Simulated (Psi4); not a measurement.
OY (SMILES [O]=[Y]), doublet, at a GFN2-xTB geometry (such geometries of metal compounds can be far from the true shape) (all electrons, no relativity); PBE/3-21G (Psi4 1.11).

Input for Psi4:
```
memory 2 GB

molecule mol {
0 2
  Y    -0.000000   -0.000000   -0.320924
  O     0.000000    0.000000    1.564505
}

set basis 3-21g
set reference uks
set scf_type pk

energy('pbe')
print_variables()
```

It wrote (shortened):

```
   => Loading Basis Set <=

    Name: 3-21G
    Role: ORBITAL
    Keyword: BASIS

         ---------------------------------------------------------
                                   SCF
               by Justin Turney, Rob Parrish, Andy Simmonett
                          and Daniel G. A. Smith
                              UKS Reference
         ---------------------------------------------------------

  ==> Geometry <==

    Molecular point group: c2v
    Full point group: C_inf_v

    Geometry (in Angstrom), charge = 0, multiplicity = 2:

       Center              X                  Y                   Z               Mass
    ------------   -----------------  -----------------  -----------------  -----------------
         Y            0.000000000000     0.000000000000    -0.287483878447    88.905840300000
         O            0.000000000000     0.000000000000     1.597945121553    15.994914619570

  Running in c2v symmetry.

  Rotational constants: A = ************  B =      0.34982  C =      0.34982 [cm^-1]
  Rotational constants: A = ************  B =  10487.28886  C =  10487.28886 [MHz]
  Nuclear repulsion =   87.568022836733718

  Charge       = 0
  Multiplicity = 2
  Electrons    = 47
  Nalpha       = 24
  Nbeta        = 23

  ==> Algorithm <==

  SCF Algorithm Type is PK.
  DIIS enabled.
  MOM disabled.
  Fractional occupation disabled.
  Guess Type is SAD.
  Energy threshold   = 1.00e-06
  Density threshold  = 1.00e-06
  Integral threshold = 1.00e-12

  ==> Primary Basis <==

  Basis Set: 3-21G
    Blend: 3-21G
    Number of shells: 19
    Number of basis functions: 48
    Number of Cartesian functions: 48
    Spherical Harmonics?: false
    Max angular momentum: 2

  ==> DFT Potential <==

   => LibXC <=

    Version 7.1.2
    S. Lehtola, C. Steigemann, M. J. T. Oliveira, and M. A. L. Marques,  SoftwareX 7, 1–5 (2018) (10.1016/j.softx.2017.11.002)

   => Composite Functional: PBE <=

    PBE GGA Exchange-Correlation Functional

    J.P. Perdew et. al., Phys. Rev. Lett., 77(18), 3865-3868, 1996

    Deriv               =              1
    GGA                 =           TRUE
    Meta                =          FALSE

    Exchange Hybrid     =          FALSE
    MP2 Hybrid          =          FALSE

   => Exchange Functionals <=

    1.0000     XC_GGA_X_PBE

   => Correlation Functionals <=

    1.0000     XC_GGA_C_PBE

   => LibXC Density Thresholds  <==

    XC_GGA_C_PBE:  1.00E-12
    XC_GGA_X_PBE:  1.00E-15

   => Molecular Quadrature <=

    Radial Scheme          =       TREUTLER
    Pruning Scheme         =           NONE
    Nuclear Scheme         =       TREUTLER

    Blocking Scheme        =         OCTREE
    BS radius alpha        =              1
    Pruning alpha          =              1
    Radial Points          =             75
    Spherical Points       =            302
    Total Points           =          43686
    Total Blocks           =            423
    Max Points             =            255
    Max Functions          =             47
    Weights Tolerance      =       1.00E-15

  ==> Integral Setup <==

  Using in-core PK algorithm.
   Calculation information:
      Number of atoms:                   2
      Number of AO shells:              19
      Number of primitives:             42
      Number of atomic orbitals:        48
      Number of basis functions:        48

      Integral cutoff                 1.00e-12
      Number of threads:                 1

  Performing in-core PK
  Using 1384152 doubles for integral storage.
  We computed 16931 shell quartets total.
  Whereas there are 18145 unique shell quartets.

  ==> DiskJK: Disk-Based J/K Matrices <==

    J tasked:                  Yes
    K tasked:                   No
    wK tasked:                  No
    Schwarz Cutoff:          1E-12

  Minimum eigenvalue in the overlap matrix is 1.1836809429E-03.
  Reciprocal condition number of the overlap matrix is 2.5989188703E-04.
    Using symmetric orthogonalization.

  ==> Pre-Iterations <==

  SCF Guess: Superposition of Atomic Densities via on-the-fly atomic UHF (no occupation information).

   -------------------------
    Irrep   Nso     Nmo
   -------------------------
     A1        25      25
     A2         3       3
     B1        10      10
     B2        10      10
   -------------------------
    Total      48      48
   -------------------------

  ==> Iterations <==

                        Total Energy        Delta E     RMS |[F,P]|

   @UKS iter SAD: -3390.28012823197741   -3.39028e+03   0.00000e+00
    Occupation by irrep:
             A1    A2    B1    B2
    DOCC [    13,    2,    4,    4 ]
    SOCC [     0,    0,    1,    0 ]
    NA   [    13,    2,    5,    4 ]
    NB   [    13,    2,    4,    4 ]

   @UKS iter   1: -3391.75053348510028   -1.47041e+00   3.73318e-02 DIIS/ADIIS
    Occupation by irrep:
             A1    A2    B1    B2
    DOCC [    12,    1,    5,    5 ]
    SOCC [     1,    0,    0,    0 ]
    NA   [    13,    1,    5,    5 ]
    NB   [    12,    1,    5,    5 ]

   @UKS iter   2: -3382.39838181531786    9.35215e+00   9.73949e-02 DIIS/ADIIS
   @UKS iter   3: -3390.60734882220095   -8.20897e+00   6.40382e-02 DIIS/ADIIS
   @UKS iter   4: -3392.21767329439990   -1.61032e+00   4.52678e-03 DIIS/ADIIS
   @UKS iter   5: -3392.20547617052989    1.21971e-02   7.63414e-03 DIIS/ADIIS
   @UKS iter   6: -3392.22591973819544   -2.04436e-02   2.24398e-03 DIIS/ADIIS
   @UKS iter   7: -3392.22765775671678   -1.73802e-03   7.89345e-04 DIIS/ADIIS
   @UKS iter   8: -3392.22789282416170   -2.35067e-04   1.18143e-04 DIIS/ADIIS
   @UKS iter   9: -3392.22789724020686   -4.41605e-06   1.73458e-05 DIIS
   @UKS iter  10: -3392.22789738030906   -1.40102e-07   1.08497e-06 DIIS
   @UKS iter  11: -3392.22789738318761   -2.87855e-09   8.10532e-07 DIIS
  Energy and wave function converged.

  ==> Post-Iterations <==

   Electrons on quadrature grid:
      Nalpha   =   23.9999965355 ; deviation = -3.465e-06
      Nbeta    =   22.9999966858 ; deviation = -3.314e-06
      Ntotal   =   46.9999932213 ; deviation = -6.779e-06

   @Spin Contamination Metric:   2.220659774E-03
   @S^2 Expected:                7.500000000E-01
   @S^2 Observed:                7.522206598E-01
   @S   Expected:                5.000000000E-01
   @S   Observed:                5.000000000E-01

    Orbital Energies [Eh]
    ---------------------

    Alpha Occupied:

[...]
    Alpha Virtual:

[...]
    Beta Occupied:

[...]
    Beta Virtual:

[...]
      25A1   109.420403

    Final Occupation by Irrep:
             A1    A2    B1    B2
    DOCC [    12,    1,    5,    5 ]
    SOCC [     1,    0,    0,    0 ]
    NA   [    13,    1,    5,    5 ]
    NB   [    12,    1,    5,    5 ]

  @UKS Final Energy: -3392.22789738318761

   => Energetics <=

    Nuclear Repulsion Energy =             87.5680228367337179
    One-Electron Energy =               -4865.7427138873526928
    Two-Electron Energy =                1501.4342170351046661
    DFT Exchange-Correlation Energy =    -115.4874233676730881
    Empirical Dispersion Energy =           0.0000000000000000
    VV10 Nonlocal Energy =                  0.0000000000000000
    Total Energy =                      -3392.2278973831876101

  UHF NO Occupations:
  HONO-2 :    5 B1 1.9997054
  HONO-1 :   12 A1 1.9995029
  HONO-0 :   13 A1 1.0000000
  LUNO+0 :   14 A1 0.0004971
  LUNO+1 :    6 B1 0.0002946
  LUNO+2 :    6 B2 0.0002946
  LUNO+3 :    7 B1 0.0000102

Computation Completed

Properties will be evaluated at   0.000000,   0.000000,   0.000000 [a0]

Properties computed using the SCF density matrix

 Multipole Moments:

 ------------------------------------------------------------------------------------
     Multipole            Electronic (a.u.)      Nuclear  (a.u.)        Total (a.u.)
 ------------------------------------------------------------------------------------

 L = 1.  Multiply by 2.5417464519 to convert [e a0] to [Debye]
 Dipole X            :          0.0000000            0.0000000            0.0000000
 Dipole Y            :          0.0000000            0.0000000            0.0000000
 Dipole Z            :         -4.1495975            2.9700631           -1.1795344
 Magnitude           :                                                    1.1795344

 ------------------------------------------------------------------------------------

  Variable Map:
  ----------------------------------------------------------------------------
[...]
  Array Variable Map:
  ----------------------------------------------------------------------------
[...]
[...]
```
